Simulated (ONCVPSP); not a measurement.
## Logarithmic derivatives: nitrogen (N), ONCV

ONCVPSP 4.0.1 input, shortened (lines: element, Z, core and valence counts, functional; n l f; lmax; l rc ep ncon nbas qcut; lloc lpopt rc5 dvloc0; l nproj debl; icmod fcfact rcfact), PBEsol, scalar-relativistic:

```
  N 7.00    1    2  -116133      upf
    1    0    2.00
    2    0    1.75
    2    1    3.25
    2
    0    1.10    0.00    5    8    5.90
    1    1.40    0.00    4    9    9.20
    2    1.05    0.44    4    8    8.30
    4    3    0.80    4.00
    0    2    1.30
    1    2    1.30
    2    2    3.30
    2    0.50    0.85
```

The phase is arctan(r·R′/R) of the radial function R(r), unwrapped; energies in Ha, scanned from -2 to 5 Ha. A pole is an energy at which the radial function vanishes at the test radius. The pseudo phase is shifted by a multiple of π to meet the all-electron one at the reference energy, and phase errors are pseudo minus all-electron; the curves can meet again beyond the range given. Levels narrower than the energy grid can be missing from the lists of poles.

**Question.** For each channel, where are the poles, and over which energies does the pseudopotential scatter like the atom?

**Answer.**

```csv
channel,radius (bohr),reference energy (Ha),"poles, all-electron","poles, pseudo",unbroken range about the reference energy with phases within 0.05 rad,phase error 1 Ha above the reference energy (rad)
s,1.12,-0.68,3.17,3.17,the whole range,+0.000
p,1.42,-0.26,0.98,0.98,the whole range,+0.000
d,1.06,0.44,none,none,the whole range,+0.000
```

Phases in the p channel:

```tsv
E (Ha)	all-electron	pseudo
-1.98	0.887	0.887
-1.80	0.811	0.811
-1.62	0.713	0.713
-1.44	0.583	0.583
-1.26	0.409	0.409
-1.08	0.181	0.181
-0.90	-0.099	-0.099
-0.72	-0.401	-0.401
-0.54	-0.678	-0.678
-0.36	-0.902	-0.902
-0.18	-1.072	-1.072
0.00	-1.202	-1.202
0.18	-1.302	-1.302
0.36	-1.381	-1.381
0.54	-1.447	-1.447
0.72	-1.503	-1.503
0.90	-1.552	-1.552
1.08	-1.596	-1.596
1.26	-1.637	-1.637
1.44	-1.677	-1.677
1.62	-1.717	-1.717
1.80	-1.758	-1.758
1.98	-1.801	-1.801
2.16	-1.848	-1.848
2.34	-1.901	-1.901
2.52	-1.964	-1.963
2.70	-2.038	-2.037
2.88	-2.130	-2.129
3.06	-2.248	-2.246
3.24	-2.402	-2.399
3.42	-2.605	-2.599
3.60	-2.861	-2.853
3.78	-3.155	-3.144
3.96	-3.444	-3.432
4.14	-3.691	-3.680
4.32	-3.884	-3.874
4.50	-4.029	-4.020
4.68	-4.139	-4.131
4.86	-4.224	-4.217
```
